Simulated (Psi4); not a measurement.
C3H7O (SMILES [CH2-]OCC), charge -1, singlet, at a GFN2-xTB geometry (a gas-phase anion, which may not be bound at this level); TPSS/6-31G* (Psi4).

Here is a job for Psi4.
```
memory 2 GB

molecule mol {
-1 1
O     0.036114   -0.775937    0.000887
C     0.026061    0.600664   -0.000468
C     1.381985   -1.384159    0.006902
C    -1.406966    1.147588   -0.006777
H     0.560203    1.006965    0.891887
H     0.567395    1.005265   -0.889256
H     1.929303   -0.905866   -0.880265
H     1.922124   -0.904169    0.897544
H    -1.931208    0.789925   -0.890913
H    -1.938334    0.791610    0.873778
H    -1.404874    2.239205   -0.007811
}

set {
  basis 6-31g*
  reference rks
}

energy('tpss')
print_variables()
```

What the program printed (banner, timings and long lists left out):

```
   => Loading Basis Set <=

    Name: 6-31G*
    Role: ORBITAL
    Keyword: BASIS

         ---------------------------------------------------------
                                   SCF
               by Justin Turney, Rob Parrish, Andy Simmonett
                          and Daniel G. A. Smith
                              RKS Reference
         ---------------------------------------------------------

  ==> Geometry <==

    Molecular point group: c1
    Full point group: C1

    Geometry (in Angstrom), charge = -1, multiplicity = 1:

       Center              X                  Y                   Z               Mass
    ------------   -----------------  -----------------  -----------------  -----------------
         O            0.031153806251    -0.708408864296     0.000802391894    15.994914619570
         C            0.021100806251     0.668192135704    -0.000552608106    12.000000000000
         C            1.377024806251    -1.316630864296     0.006817391894    12.000000000000
         C           -1.411926193749     1.215116135704    -0.006861608106    12.000000000000
         H            0.555242806251     1.074493135704     0.891802391894     1.007825032230
         H            0.562434806251     1.072793135704    -0.889340608106     1.007825032230
         H            1.924342806251    -0.838337864296    -0.880349608106     1.007825032230
         H            1.917163806251    -0.836640864296     0.897459391894     1.007825032230
         H           -1.936168193749     0.857453135704    -0.890997608106     1.007825032230
         H           -1.943294193749     0.859138135704     0.873693391894     1.007825032230
         H           -1.409834193749     2.306733135704    -0.007895608106     1.007825032230

  Running in c1 symmetry.

  Rotational constants: A =      0.99291  B =      0.14120  C =      0.13290 [cm^-1]
  Rotational constants: A =  29766.65042  B =   4233.18095  C =   3984.32245 [MHz]
  Nuclear repulsion =  124.380366489478462

  Charge       = -1
  Multiplicity = 1
  Electrons    = 34
  Nalpha       = 17
  Nbeta        = 17

  ==> Algorithm <==

  SCF Algorithm Type is DF.
  DIIS enabled.
  MOM disabled.
  Fractional occupation disabled.
  Guess Type is SAD.
  Energy threshold   = 1.00e-06
  Density threshold  = 1.00e-06
  Integral threshold = 1.00e-12

  ==> Primary Basis <==

  Basis Set: 6-31G*
    Blend: 6-31G*
    Number of shells: 38
    Number of basis functions: 74
    Number of Cartesian functions: 74
[...]
   @DF-RKS iter   5:  -193.66580307950741   -7.78666e-03   4.93328e-04 ADIIS/DIIS
   @DF-RKS iter   6:  -193.66624035365157   -4.37274e-04   2.49459e-04 ADIIS/DIIS
   @DF-RKS iter   7:  -193.66639265573309   -1.52302e-04   3.72367e-05 DIIS
   @DF-RKS iter   8:  -193.66639509609735   -2.44036e-06   2.02710e-05 DIIS
   @DF-RKS iter   9:  -193.66639607101973   -9.74922e-07   4.50969e-06 DIIS
   @DF-RKS iter  10:  -193.66639612144672   -5.04270e-08   5.13678e-07 DIIS
  Energy and wave function converged.

  ==> Post-Iterations <==

   Electrons on quadrature grid:
      Ntotal   =   33.9999360080 ; deviation = -6.399e-05

    Orbital Energies [Eh]
    ---------------------

    Doubly Occupied:

[...]
    Virtual:

[...]
    Final Occupation by Irrep:
              A
    DOCC [    17 ]
    NA   [    17 ]
    NB   [    17 ]

  @DF-RKS Final Energy:  -193.66639612144672

   => Energetics <=

    Nuclear Repulsion Energy =            124.3803664894784617
    One-Electron Energy =                -515.3657321994122640
    Two-Electron Energy =                 225.0461599548542324
    DFT Exchange-Correlation Energy =     -27.7271903663671253
    Empirical Dispersion Energy =           0.0000000000000000
    VV10 Nonlocal Energy =                  0.0000000000000000
    Total Energy =                       -193.6663961214467236

Computation Completed

Properties will be evaluated at   0.000000,   0.000000,   0.000000 [a0]

Properties computed using the SCF density matrix

 Multipole Moments:

 ------------------------------------------------------------------------------------
     Multipole            Electronic (a.u.)      Nuclear  (a.u.)        Total (a.u.)
 ------------------------------------------------------------------------------------

 L = 1.  Multiply by 2.5417464519 to convert [e a0] to [Debye]
 Dipole X            :         -1.3492497           -0.3093206           -1.6585703
 Dipole Y            :         -1.9999634            4.2111138            2.2111504
 Dipole Z            :         -0.0035340           -0.0052725           -0.0088065
 Magnitude           :                                                    2.7640765

 ------------------------------------------------------------------------------------

  Variable Map:
  ----------------------------------------------------------------------------
[...]
  Array Variable Map:
  ----------------------------------------------------------------------------
[...]
[...]
```
